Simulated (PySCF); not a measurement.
CH4FGaO. Atoms are numbered in the order given.

```xyz
8

Ga    -0.3186    -0.4416     0.0000
H     -1.8635    -0.5741     0.0000
F      0.7162    -1.8552     0.0000
O      0.6203     1.0655     0.0000
C      0.0834     2.3670     0.0000
H      0.4287     2.9207    -0.8916
H      0.4287     2.9207     0.8916
H     -1.0245     2.3918     0.0000
```
Charge 0, spin multiplicity 1.

The structure is a stationary point at B3LYP-D3(BJ)/def2-SVP. The structure was generated by enumeration; whether it is a known compound was not checked. The values are those of a single conformer.

The numbers are results of TDDFT-PBE0/def2-SVPD run with PySCF, not measurements.

Vertical excitations. Isolated molecule, no solvent. State labels are in the subgroup Cs.

```tsv
state	symmetry	energy (eV)	λ (nm)	f	main pairs
S1	A"	6.04	205	0.003	HOMO−1→LUMO 99 %
S2	A'	6.13	202	0.034	HOMO→LUMO 86 %
S3	A"	6.24	199	0.015	HOMO→LUMO+1 97 %
S4	A'	6.82	182	0.106	HOMO−1→LUMO+1 85 %
S5	A"	7.47	166	0.003	HOMO→LUMO+2 96 %
S6	A'	7.76	160	0.031	HOMO−1→LUMO+2 95 %
S7	A"	7.91	157	0.030	HOMO−2→LUMO 94 %
S8	A"	8.05	154	0.002	HOMO→LUMO+3 90 %
S9	A'	8.35	148	0.016	HOMO−1→LUMO+3 53 %, HOMO−2→LUMO+1 30 %, HOMO−4→LUMO+1 9 %
S10	A'	8.50	146	0.151	HOMO−2→LUMO+1 41 %, HOMO−1→LUMO+3 39 %, HOMO−4→LUMO+1 10 %
T1	A'	5.43	228	0	HOMO→LUMO 97 %
T2	A"	5.77	215	0	HOMO−1→LUMO 66 %, HOMO→LUMO+1 30 %
T3	A"	5.89	210	0	HOMO→LUMO+1 64 %, HOMO−1→LUMO 31 %
T4	A'	6.04	205	0	HOMO−1→LUMO+1 91 %
```
Triplets are in the Tamm–Dancoff approximation, which puts them higher than full response would, so one can lie above its singlet here.
